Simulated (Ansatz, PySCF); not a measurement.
Process, species as SMILES: Cl[Si](Cl)(Cl)Cl → Cl[Si](Cl)Cl + Cl atom (the Cl-Si bond at the site shown breaks; other sites are not compared here)
Geometries: B3LYP-D3(BJ)/def2-TZVP minima from Ansatz (a first-principles code). Frequencies are from Ansatz or PySCF.
Geometry of the first species:
```xyz
5

Si     0.0000     0.0000     0.0000
Cl     1.1509     1.1792     1.1899
Cl    -1.1704    -1.1928     1.1569
Cl     1.1958    -1.1539    -1.1703
Cl    -1.1763     1.1675    -1.1765
```

Quantity: bond dissociation energy (enthalpy at 298 K, with B3LYP-D3(BJ) rigid-rotor harmonic-oscillator terms), in eV. Cores are frozen in the correlated levels unless marked. Open shells are spin-unrestricted. Spin-orbit coupling is left out. Non-relativistic unless marked X2C. CBS(X,Y): correlation extrapolated as X^-3; Hartree-Fock from the larger set. [CCSD(T)-MP2]/basis is that difference in the basis named.

```
level                                                                 program  bond dissociation energy (eV)
-------------------------------------------------------------  --------------  -----------------------------
BLYP-D4/def2-TZVPD                                             Ansatz + dftd4                           4.41
PBE0/def2-SVP                                                          Ansatz                           4.56
PBE0-D3(BJ)/def2-TZVP                                          Ansatz + dftd3                           4.66
PBE0-D4/def2-TZVPD                                             Ansatz + dftd4                           4.66
X2C-CCSD(T)/cc-pVTZ-DK                                                 Ansatz                           4.52
CCSD(T) with core electrons (1s frozen past Ne)/cc-pwCVTZ              Ansatz                           4.64
RI-MP2/CBS(cc-pV(T+d)Z,cc-pV(Q+d)Z)+[CCSD(T)-MP2]/cc-pV(T+d)Z          Ansatz                           4.84
```
